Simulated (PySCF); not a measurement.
Working out the ionisation energy of Ag²⁺

Ag²⁺ [Kr] 4d9 (2D) → Ag³⁺ [Kr] 4d8 (3F). Calculation: PySCF 2.14, in cc-pVTZ-PP with ECP28MDF (5s5p4d2f1g, 63 functions); a scalar-relativistic core potential. Frozen: 4s2 4p6. Energies in hartree (1 hartree = 27.21139 eV):

```json
{"part": "UHF", "Ag²⁺ (lower)": "-145.098626", "Ag³⁺ (upper)": "-143.890029"}
{"part": "MP2 opposite-spin", "Ag²⁺ (lower)": "-0.182860", "Ag³⁺ (upper)": "-0.135385"}
{"part": "MP2 same-spin", "Ag²⁺ (lower)": "-0.103948", "Ag³⁺ (upper)": "-0.082406"}
```

Problem. What does Hartree-Fock give?

Solution. (-143.890029) − (-145.098626) = 1.208597 hartree = 32.888 eV.

Problem. What do MP2 and SCS-MP2 (6/5 opposite-spin, 1/3 same-spin) give?

Solution. The opposite-spin parts differ by 1.292 eV and the same-spin parts by 0.586 eV. MP2: 32.888 + (1.292) + (0.586) = 34.766 eV. SCS-MP2: 32.888 + 1.2 × (1.292) + (0.586)/3 = 34.634 eV.

Reference: 34.8 ± 0.3 eV (semi-empirical (NIST evaluation); NIST Atomic Spectra Database, ionization energies), between the lowest levels; spin-orbit coupling is absent from the calculation.

What remains against the reference includes basis incompleteness, the frozen core and correlation beyond second order.
